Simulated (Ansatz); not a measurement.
`[F][In]([F])[Br]` + CH₃NH₂ → `C[NH][In]([F])[F]` + HBr at 500 K and 1 bar (ligand exchange at the In–Br bond).

Computed with Ansatz on PBE0-D4/def2-TZVP structures; ΔE is electronic, products minus reactants. CCSD(T)/CBS adds triple-zeta CCSD(T) − MP2 to the extrapolated MP2 energy (def2 sets, frozen cores). Elements past krypton have def2 core potentials. For Br, In outer-core shells are correlated without core-valence functions, which leaves a few kJ/mol of doubt a bond. Scalar relativity is left out up to krypton. Each species was taken in one conformer, which may not be the lowest.

```csv
species,CCSD(T)/CBS energy (Eh),H − E (kJ/mol),S (J/(mol·K))
`[F][In]([F])[Br]`,-2962.82519,44.0,379.5
CH₃NH₂,-95.75281,191.8,270.3
`C[NH][In]([F])[F]`,-484.61621,196.4,435.4
HBr,-2573.91920,30.5,213.7
```

H − E and S are ideal-gas, rigid-rotor, harmonic terms from PBE0-D4/def2-TZVP, for one conformer and one mirror image of each species. 1 Eh = 2625.50 kJ/mol, R = 8.31446 J/(mol·K).

Problem. By hand: ΔE, ΔH, ΔS and ΔG.

Solution. ΔE = (-484.61621) + (-2573.91920) − (-2962.82519) − (-95.75281) = 0.04259 Eh = 111.8 kJ/mol. Δ(H − E) = 196.4 + 30.5 − 44.0 − 191.8 = -8.9, so ΔH = 102.9 kJ/mol. ΔS = 435.4 + 213.7 − 379.5 − 270.3 = -0.7 J/(mol·K). ΔG = 102.9 − 500 × (-0.7)/1000 = 103.2 kJ/mol.

Problem. By hand: the equilibrium constant, and the temperature at which ΔG would vanish if ΔH and ΔS stayed fixed.

Solution. log₁₀ K = −ΔG/(RT ln 10) = -10.8. ΔH and −TΔS have one sign here, so there is no such temperature. One of them is within its doubt of zero, so this could turn.

The number of gas molecules stays the same, so ΔS is small and ΔH decides. A doubt of 5 kJ/mol in ΔE shifts log₁₀ K by 0.5 here. Other conformers and mirror images would add mixing entropy, several J/(mol·K) or more a flexible species. These are equilibria of isolated gas molecules and say nothing of rates. Largest T1 diagnostic: 0.016 (customary marks: 0.02 for closed shells, 0.045 for open ones).
